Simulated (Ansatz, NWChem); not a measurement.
Worked example: SiH3F + HI → SiH3I + HF

Species: SiH3F `F[SiH3]`, singlet; HI (hydrogen iodide), singlet; SiH3I `[SiH3]I`, singlet; HF (hydrogen fluoride), singlet. The partners trade F for I: Si–F and H–I bonds give way to Si–I and H–F.

Shapes, held fixed at every level: PBE0-D4/def2-TZVP. Programs: Ansatz 0.2.0, NWChem 7.3.0. A level may come from different programs for different species; with the same settings they agree closely. The zero-point and thermal change to 298 K, harmonic and unscaled (PBE0-D4/def2-TZVP), is +6.5 kJ/mol.

At CCSD(T)/def2-TZVPP; 1 Eh = 2625.50 kJ/mol:

| species | energy (Eh) |
| --- | --- |
| SiH3F | -390.646953 |
| HI | -297.737430 |
| SiH3I | -588.021398 |
| HF | -100.344537 |

Task: Work out ΔH(298 K) of the reaction at this level.

Result: 
1. Products less reactants: (-588.021398) + (-100.344537) − [(-390.646953) + (-297.737430)] = 0.018448 Eh = +48.4 kJ/mol.
2. With the thermal change: +48.4 + (+6.5) = +54.9 kJ/mol.

Other levels give +40.5 (PBE-D4/def2-TZVPP) to +68.6 kJ/mol (HF/def2-TZVPP). No measured value is set beside it here. For atoms past krypton def2 sets carry core potentials with scalar relativity. Outer-core shells of I are correlated in most correlated rows, in sets that cover them unevenly.
